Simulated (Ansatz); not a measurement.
Reaction (formal hydrolysis of the Si–C bond): `CO[SiH](C)O` + H₂O → `CO[SiH](O)O` + CH₄

Program: Ansatz. Geometries: PBE0-D4/def2-TZVP. ΔE: electronic, gas phase. CBS: MP2 limit from def2 TZ/QZ plus the TZ coupled-cluster correction, frozen cores. This one scheme is used for every species. DFT in def2-TZVPP. B3LYP here is the variant with VWN-RPA as its local correlation; programs differ in this. One conformer a species, not always the lowest.

```
             level  ΔE (kJ/mol)  difference from CCSD(T)/CBS
         r2SCAN-D4       -121.2                         -4.5
           PBE0-D4       -112.3                          4.4
          B3LYP-D4       -121.1                         -4.4
           ωB97X-V       -118.8                         -2.1
            B2PLYP       -124.5                         -7.8
               PBE       -111.4                          5.3
             B3LYP       -124.5                         -7.8
SCS-MP2/def2-TZVPP       -123.2                         -6.5
CCSD(T)/def2-TZVPP       -119.3                         -2.6
      HF/CBS(def2)       -137.1                        -20.4
       CCSD(T)/CBS       -116.7                            0
```

Largest T1 diagnostic among the species: 0.011.

The D4 term adds +3.4 kJ/mol with B3LYP and +2.0 kJ/mol with PBE0; it sums over pairs of atoms, weighted by their polarisabilities, and B3LYP, whose exchange is more repulsive, gets the larger term. In def2-TZVPP, CCSD(T) changes the Hartree–Fock value by +17.5 kJ/mol (the triples alone add +1.8 kJ/mol) and MP2 by +16.7 kJ/mol.
